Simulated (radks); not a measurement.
The numbers below are computed, except where a source is named.
Valence configurations of Re+ (all share [Xe]). Level of theory: scalar-relativistic Kohn-Sham, BLYP, spin-polarised, spherical densities, finite nucleus; open shells are filled with parallel spins first (spin-orbit coupling, left out, can overturn this in heavy ions); Fermi nuclear charge, rms radius 5.3698 fm (a radial shooting solver on a logarithmic mesh with Libxc functionals). Energies are relative to 4f14 5d5 6s1; eigenvalues in eV for spin up.

valence,E (eV),moment (Bohr magnetons),e(4f),e(5d),e(6p),e(6s)
4f14 5d5 6s1,0.000,6,-49.571,-13.756,-,-13.311
4f12 5d5 6s1 6p2,108.42,10,-80.322,-23.716,-10.281,-17.904
4f14 5d6,2.470,4,-47.149,-11.900,-,-
4f12 5d4 6s1 6p3,122.97,10,-85.471,-27.197,-11.536,-19.756
4f14 5d4 6s2,2.615,4,-52.698,-15.589,-,-14.062
4f14 5d5 6p1,6.109,6,-51.106,-15.081,-8.064,-
4f13 5d5 6s2,43.112,6,-63.052,-17.220,-,-14.441
4f14 5d4.5 6s1 6p0.5,3.458,6,-51.823,-15.347,-7.994,-14.298
4f14 5d5.5 6s0.5,1.243,5,-48.322,-12.805,-,-12.776
4f12 5d6 6s2,94.493,6,-74.073,-18.569,-,-14.654

NIST lists [Xe] 4f14 5d5 6s1 as the ground configuration; this level of theory agrees among the configurations tried. The energies are those of spherical high-spin densities, not of single terms.
